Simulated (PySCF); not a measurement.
C2H4N, SMILES [CH]=NC, multiplicity 2.

Geometry optimised at B3LYP-D3(BJ)/def2-TZVP. The isomer is the one that the SMILES or the coordinates give; other isomers of the formula were not compared.

These are PBE0/def2-TZVPD in PySCF values and carry that method's errors.

Isolated molecule, no solvent.

Estimate the frontier levels, dipole moment and polarisability. (Estimate from the structure and the level; the computed values follow.)


```json
{
 "α spin, highest occupied and lowest empty level": "-5.74 and -0.16 eV",
 "β spin, highest occupied and lowest empty level": "-8.41 and -1.60 eV",
 "dipole_moment": "2.16 D",
 "quadrupole, principal values (traceless, Buckingham form, about the centre of nuclear charge)": "-3.22, 0.19, 3.03 D·Å",
 "mean_static_polarisability": "36.2 bohr³ (5.37 Å³)",
 "polarisability_principal_values": "26.5, 33.5, 48.7 bohr³",
 "⟨S²⟩": "0.756 (pure state 0.75)"
}
```
